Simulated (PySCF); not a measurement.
Computed properties of B(OH)(OMe)(NH2) (CH₆BNO₂), SMILES COB(N)O

B(OH)(OMe)(NH2) (CH₆BNO₂), SMILES COB(N)O. Coordinates come from a PBE0-D3(BJ)/def2-SVP optimisation. Other conformers were not sampled. All values are computed for the isolated molecule unless a solvent is named; none is compared with measurement here.

**Structure.** The optimised structure has Cs symmetry. All 27 harmonic modes at PBE0-D3(BJ)/def2-SVP (PySCF) are real, so it is a minimum. With heavy atoms numbered as in [B:1]([OH:2])([O:4][CH3:5])[NH2:9], the shortest bond between them is B1–O4 at 1.369 Å and the longest B1–N9 at 1.421 Å.

**Vibrations.** The strongest infrared lines (harmonic, unscaled, degenerate partners summed) lie at 1447 cm⁻¹ (423 km/mol, B 51 %, H 29 %, O 13 %), 1606 cm⁻¹ (245 km/mol, H 68 %, N 19 %, B 12 %), 1516 cm⁻¹ (189 km/mol, H 51 %, B 31 %, O 14 %). The softest mode is at 122 cm⁻¹ and the zero-point energy is 55.8 kcal/mol.

**Electronic structure.** HF/def2-TZVP (PySCF) places the frontier levels at -11.42 and 3.06 eV, a gap of 14.48 eV, and gives a dipole moment of 3.57 D and a mean polarisability of 37.6 bohr³. PBE/def2-TZVP (PySCF) at the same geometry gives -6.17 and -0.25 eV, so its gap is 8.56 eV narrower. An orbital gap is neither the optical nor the fundamental gap.

**Excitations.** TDDFT-PBE0/def2-SVPD (PySCF) has S1 at 6.49 eV (191 nm, f = 0.023, weak); the most intense of the 10 singlets computed lies at 8.78 eV (f = 0.03). T1 (TDA) is at 6.24 eV. TDDFT-PBE/def2-SVPD (PySCF) puts S1 at 5.67 eV. No vertical singlet excitation falls in the visible range (under 3.1 eV).

**NMR.** GIAO shifts at PBE0/pcSseg-1 (PySCF) (non-relativistic, atoms alike by connectivity averaged): ¹³C at 53.0 ppm against TMS; ¹H from 1.7 to 3.7 ppm against TMS; ¹¹B at 8.7 ppm against BF3.
